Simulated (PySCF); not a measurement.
C3H2F3O, SMILES [CH]=C(O)C(F)(F)F, multiplicity 2. Atoms are numbered in the order given.

```xyz
9

C      1.3280     1.5461     0.0000
C      0.1429     0.9571     0.0000
O     -1.0755     1.5548     0.0000
C     -0.0087    -0.5547     0.0000
F     -0.6839    -0.9716    -1.0830
F     -0.6839    -0.9716     1.0830
F      1.1896    -1.1592     0.0000
H      2.3784     1.2751     0.0000
H     -0.9432     2.5167     0.0000
```
Charge 0, spin multiplicity 2.

Geometry: TPSSh-D3(BJ)/def2-SVP. The isomer is the one that the SMILES or the coordinates give; other isomers of the formula were not compared. The values are those of a single conformer.

Two levels are set side by side: PBE/pcH-1 (PySCF) and PBE0/pcH-1 (PySCF). Contact hyperfine couplings, same geometry. Differences are taken from unrounded values.

| quantity | PBE |
|---|---|
| A(iso) of 13C, atom C1 (MHz) | 274.5 |
| A(iso) of 13C, atom C2 (MHz) | -23.2 |
| A(iso) of 17O, atom O3 (MHz) | -16.9 |
| A(iso) of 13C, atom C4 (MHz) | 71.2 |
| A(iso) of 19F, atom F5 (MHz) | 17.4 |
| A(iso) of 19F, atom F6 (MHz) | 17.4 |
| A(iso) of 19F, atom F7 (MHz) | 12.8 |
| A(iso) of 1H, atom H8 (MHz) | 12.8 |
| A(iso) of 1H, atom H9 (MHz) | -0.8 |

Task: These are the PBE values. What does PBE0 give? (The exact figures need the calculation; the answer reports its results.)

Result: 
| quantity | PBE0 | PBE minus PBE0 |
|---|---|---|
| A(iso) of 13C, atom C1 (MHz) | 302.3 | -27.7 |
| A(iso) of 13C, atom C2 (MHz) | -32.9 | 9.7 |
| A(iso) of 17O, atom O3 (MHz) | -13.0 | -3.9 |
| A(iso) of 13C, atom C4 (MHz) | 74.0 | -2.8 |
| A(iso) of 19F, atom F5 (MHz) | 14.7 | 2.8 |
| A(iso) of 19F, atom F6 (MHz) | 14.7 | 2.8 |
| A(iso) of 19F, atom F7 (MHz) | 10.7 | 2.2 |
| A(iso) of 1H, atom H8 (MHz) | 3.2 | 9.6 |
| A(iso) of 1H, atom H9 (MHz) | -1.4 | 0.6 |

Rough cost on one machine, each run with all the roots and properties that it gave: PBE0 against PBE within a factor of 2.
